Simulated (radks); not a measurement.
Results of a calculation; reference values are marked as such.
Q: Zn2+, configuration [Ne] 3s2 3p5.75 3d10 4f0.25 (fractional occupations, a model configuration). Code: a radial shooting solver on a logarithmic mesh with Libxc functionals. Model: scalar-relativistic Kohn-Sham, exchange-only LDA, spin-polarised, spherical densities, finite nucleus; open shells are filled with parallel spins first; Fermi nuclear charge, rms radius 3.9283 fm. Some entries of the table are withheld. Estimate them.

orbital,occ.,eigenvalue (eV),<r> (bohr),<r^2> (bohr^2)
1s up,1,-9531.137,0.05038,0.003415
1s down,1,-9530.967,0.05038,0.003415
2s up,1,-1179.455,0.2266,0.06059
2s down,1,-1179.297,0.2266,0.06058
2p up,3,-1026.862,0.1984,0.04830
2p down,3,-1026.665,0.1984,0.04829
3s up,1,-152.2474,0.6819,0.5375
3s down,1,-151.8258,0.6822,0.5381
3p up,3,-106.8595,0.7127,0.6001
3p down,2.75,-106.4540,0.7133,0.6013
3d up,5,-33.5659,0.8644,0.9765
3d down,5,-33.2463,0.8675,0.9844
4f up,0.25,-4.7382,7.310,(1)
4f down,0,-3.6671,7.889,(2)

A: 
(1) 4f up <r^2> (bohr^2): 59.12
(2) 4f down <r^2> (bohr^2): 70.32
